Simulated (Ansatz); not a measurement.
Calculated with Ansatz (gas phase, PBE0-D4/def2-TZVP geometries, no zero-point term in ΔE). CCSD(T)/CBS adds triple-zeta CCSD(T) − MP2 to the extrapolated MP2 energy (def2 sets, frozen cores). This one scheme is used for every species. DFT in def2-TZVPP. B3LYP here is the variant with VWN-RPA as its local correlation; programs differ in this. For Ge outer-core shells are correlated without core-valence functions, which leaves a few kJ/mol of doubt a bond. Scalar relativity is left out up to krypton. Each species was taken in one conformer, which may not be the lowest.

Reaction (silylene formation by 1,1-elimination): `O[SiH](Cl)[GeH3]` → `[Cl][GeH3]` + `O[SiH]`

```json
{"level": "PBE-D4", "ΔE (kJ/mol)": "237.9", "difference from CCSD(T)/CBS": "2.1"}
{"level": "r2SCAN-D4", "ΔE (kJ/mol)": "253.3", "difference from CCSD(T)/CBS": "17.5"}
{"level": "PBE0-D4", "ΔE (kJ/mol)": "247.8", "difference from CCSD(T)/CBS": "12.0"}
{"level": "ωB97X-V", "ΔE (kJ/mol)": "239.1", "difference from CCSD(T)/CBS": "3.3"}
{"level": "B2PLYP", "ΔE (kJ/mol)": "222.3", "difference from CCSD(T)/CBS": "-13.5"}
{"level": "PBE", "ΔE (kJ/mol)": "228.1", "difference from CCSD(T)/CBS": "-7.7"}
{"level": "r2SCAN", "ΔE (kJ/mol)": "250.8", "difference from CCSD(T)/CBS": "15.0"}
{"level": "PBE0", "ΔE (kJ/mol)": "239.1", "difference from CCSD(T)/CBS": "3.3"}
{"level": "B3LYP", "ΔE (kJ/mol)": "211.3", "difference from CCSD(T)/CBS": "-24.5"}
{"level": "HF/def2-TZVPP", "ΔE (kJ/mol)": "206.7", "difference from CCSD(T)/CBS": "-29.1"}
{"level": "CCSD/def2-TZVPP", "ΔE (kJ/mol)": "221.8", "difference from CCSD(T)/CBS": "-14.0"}
{"level": "CCSD(T)/def2-TZVPP", "ΔE (kJ/mol)": "224.9", "difference from CCSD(T)/CBS": "-10.9"}
{"level": "HF/def2-QZVPP", "ΔE (kJ/mol)": "206.1", "difference from CCSD(T)/CBS": "-29.7"}
{"level": "HF/CBS(def2)", "ΔE (kJ/mol)": "206.0", "difference from CCSD(T)/CBS": "-29.8"}
{"level": "MP2/CBS(def2)", "ΔE (kJ/mol)": "251.6", "difference from CCSD(T)/CBS": "15.8"}
{"level": "CCSD/CBS(def2)", "ΔE (kJ/mol)": "232.7", "difference from CCSD(T)/CBS": "-3.1"}
{"level": "CCSD(T)/CBS", "ΔE (kJ/mol)": "235.8", "difference from CCSD(T)/CBS": "0"}
```

Largest T1 diagnostic among the species: 0.016.

In def2-TZVPP, CCSD(T) changes the Hartree–Fock value by +18.2 kJ/mol (the triples alone add +3.1 kJ/mol) and MP2 by +34.0 kJ/mol. From PBE to PBE0 (25 % exact exchange), in def2-TZVPP and without D4, ΔE moves by +11.0 kJ/mol. The D4 term adds +15.8 kJ/mol with B3LYP and +8.6 kJ/mol with PBE0; it sums over pairs of atoms, weighted by their polarisabilities, and B3LYP, whose exchange is more repulsive, gets the larger term.
